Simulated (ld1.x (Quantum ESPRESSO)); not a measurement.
Values are calculated unless marked as measured or tabulated.
Potentials for nitrogen (N) compared

Generated with ld1.x 7.5 (TM, RRKJ, ultrasoft, PAW), atompaw 4.2 or ONCVPSP 4.0.1. The cutoff is in Ry: for ld1.x and atompaw files where the sum of valence levels is converged to 10 mRy in a Bessel basis, for ONCV files where the hardest occupied wave has 1 mHa per electron of residual kinetic energy. The error is the largest all-electron minus pseudo excitation energy over each file’s own four to seven test configurations (ionisations up to +4, promotions, holes and added fractions of an electron), all of which were solved. The labels leave out finer settings (local radius, basis sizes, second energies), which also bear on the numbers. Spin-polarised tests are not counted. The rows are a selection from randomly drawn settings: files with unsolved tests, undetermined cutoffs or missed reference levels are left out.

```csv
potential,cutoff (Ry),largest error (meV),bound ghosts
"RRKJ, PBEsol, fully relativistic, rc 0.70/1.25 (sp), local smoothed, core correction yes, reference 2s2 2p2.5",260,+582,none
"PAW, LDA (PZ), non-relativistic, rc 1.10/1.45/1.70 (spd), local smoothed, core correction yes, reference 2s2 2p1.5",30,-22,none
"TM, PBEsol, non-relativistic, rc 0.85/1.10/1.10 (spd), local s, core correction no, reference 2s2 2p3",90,+282,none
"ultrasoft, Wu–Cohen, scalar-relativistic, rc 0.70/2.10/1.70 (spd), local smoothed, core correction yes, reference 2s2 2p3",70,+24,none
"ultrasoft, Wu–Cohen, non-relativistic, rc 1.10/1.40 (sp), local smoothed, core correction yes, reference 2s1.75 2p3.25",35,-126,none
"PAW, BP86, scalar-relativistic, rc 1.15/1.25 (sp), local smoothed, core correction yes, reference 2s1.75 2p3.25",40,-9.9,none
```

Task: Fill in the row for N: TM, PBE, non-relativistic, rc 0.90/1.75 (sp), local smoothed, core correction yes, reference 2s2 2p2.

Result: cutoff 55 Ry, largest error +1285 meV, bound ghosts: none.

Task: Fill in the row for N: PAW, PBEsol, scalar-relativistic, rc 0.80/1.90 (sp), local smoothed, core correction yes, reference 2s2 2p0.

Result: cutoff 50 Ry, largest error +599 meV, bound ghosts: none.

Task: Fill in the row for N: ultrasoft, PBE, scalar-relativistic, rc 0.85/1.70/1.75 (spd), local smoothed, core correction no, reference 2s2 2p3.

Result: cutoff 45 Ry, largest error +633 meV, bound ghosts: none.
